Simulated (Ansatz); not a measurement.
System: NaF (charge 0, singlet). SMILES: [F][Na]
Geometry: optimised at B3LYP-D3(BJ)/def2-TZVP (Ansatz, a quantum-chemistry and plane-wave program).

Computed values are from Ansatz. Valence correlation only, unless marked. Open shells are spin-unrestricted. No spin-orbit coupling. No relativistic terms. Basis-set limits of correlation are two-point, X^-3; Hartree-Fock from the larger set.

**Question.** What is the dipole moment at CCSD(T)/def2-SVPD?

**Answer.** 8.42 D.

**Question.** What is the atomisation energy De at CCSD(T)/CBS(def2-TZVPPD,def2-QZVPPD)?

**Answer.** 114.9 kcal/mol.

**Question.** What is the T1 diagnostic at CCSD/def2-QZVPPD?

**Answer.** 0.016.

**Question.** What is the total energy at CCSD(T)/CBS(def2-TZVPPD,def2-QZVPPD)?

**Answer.** -261.7085 Eh.
